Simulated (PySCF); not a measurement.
**EPR parameters of C4H10PSi**

Compound: C₄H₁₀PSi (doublet state).
Atom-mapped SMILES: `[CH3:1][CH2:2]/[CH:3]=[C:4]\[SiH2:5][PH2:6]` (hydrogens: H7, H8, H9 on C1; H10, H11 on C2; H12 on C3; H13, H14 on Si5; H15, H16 on P6)

Structure used (GFN2-xTB), in Å, numbered top down from 1:
```xyz
16
C4H10PSi angstrom
C     -1.8709    1.4557   -0.1111
C     -1.3684    0.0325    0.1062
C     -0.6376   -0.4695   -1.1214
C      0.6121   -0.8142   -1.1919
Si     2.2530   -1.0399   -0.4350
P      2.3814   -0.4181    1.7511
H     -1.0339    2.1350   -0.2584
H     -2.5138    1.5067   -0.9875
H     -2.4396    1.7903    0.7540
H     -2.2156   -0.6312    0.2980
H     -0.6988   -0.0026    0.9674
H     -1.2704   -0.5125   -2.0056
H      3.2335   -0.1898   -1.1160
H      2.6298   -2.4557   -0.4397
H      1.2720   -1.1305    2.1680
H      1.6596    0.7527    1.6106
```

The hyperfine couplings belong to this conformer and change with its torsions.

Level of theory: UKS B3LYP, pcH-1 on C H P Si, non-relativistic, mean-field spin-orbit, GIAO in PySCF 2.14.0. One conformer (not necessarily the lowest) at the GFN2-xTB geometry, without solvent, vibrations or thermal averaging. Couplings are sensitive to structure, and on GFN2-xTB geometries they can be far from those on DFT ones. No stability test was run, so a lower SCF solution isn't excluded.

* g1, g2, g3: 2.00131, 2.00202, 2.00244
* g_iso: 2.00192
* Form of g: rhombic: the two nearest values differ by 38 % of g3 − g1
* ⟨S²⟩: 0.7589 (exact 0.7500)
* α and β electrons: 32, 31
* Total energy: -789.24682 Eh

Isotropic coupling and dipolar principal values T1 to T3, in MHz; ρ(0) is the spin density at the nucleus:

```tsv
atom	isotope	a_iso	of which spin–orbit	T1	T2	T3	Mulliken spin population	ρ(0) (bohr⁻³)
C1	13C	-5.9	0.0	-0.5	-0.4	1.0	0.00	-0.0052
C2	13C	74.7	0.0	-7.8	-7.0	14.7	0.07	0.0665
C3	13C	-40.7	0.0	-15.3	3.1	12.2	-0.16	-0.0362
C4	13C	150.1	-0.1	-74.5	-58.0	132.6	0.94	0.1336
Si5	29Si	7.9	-0.1	-8.7	-0.5	9.2	-0.02	-0.0089
P6	31P	-17.7	-0.6	-50.7	-46.2	96.8	0.12	-0.0094
H7	1H	1.6	0.0	-1.4	-1.2	2.7	0.00	0.0004
H8	1H	0.0	0.0	-1.3	-0.8	2.1	0.00	0.0000
H9	1H	4.6	0.0	-1.0	-0.6	1.6	0.00	0.0010
H10	1H	-5.0	0.0	-3.7	-1.8	5.5	0.00	-0.0011
H11	1H	-5.7	0.0	-5.9	-0.8	6.8	0.00	-0.0013
H12	1H	134.4	0.0	-5.4	-4.2	9.6	0.06	0.0301
H13	1H	9.1	0.0	-3.6	-2.3	5.9	0.00	0.0020
H14	1H	5.2	0.0	-3.6	-2.3	5.9	0.00	0.0012
H15	1H	-0.9	0.0	-3.7	0.1	3.6	0.00	-0.0002
H16	1H	0.2	0.0	-3.8	0.1	3.6	0.00	0.0000
```

The largest Mulliken spin populations are on C4 (+0.94), C3 (-0.16), P6 (+0.12) and C2 (+0.07). C4 is the only atom above +0.15.

Axes: g1 points within 14° of the C3–C4 bond.

Under fast tumbling the dipolar parts average out, and these isotropic splittings remain: 1 × 1H (H12, I = 1/2, 2 lines) with 4.80 mT, 1 × 31P (P6, I = 1/2, 2 lines) with 0.63 mT, 2 × 1H (H13/H14, I = 1/2, 3 lines) with 0.25 mT, 2 × 1H (H10/H11, I = 1/2, 3 lines) with 0.19 mT and 3 × 1H (H7/H8/H9, I = 1/2, 4 lines) with 0.07 mT.

Means are taken over nuclei equivalent by connectivity, which assumes that they swap fast.

The 13C coupling of C4 (150.1 MHz) shows only in satellite lines or after enrichment, since that isotope makes up about 1.07 % of natural carbon.

The 29Si coupling of Si5 (7.9 MHz) shows only in satellite lines or after enrichment, since that isotope makes up about 4.7 % of natural silicon.
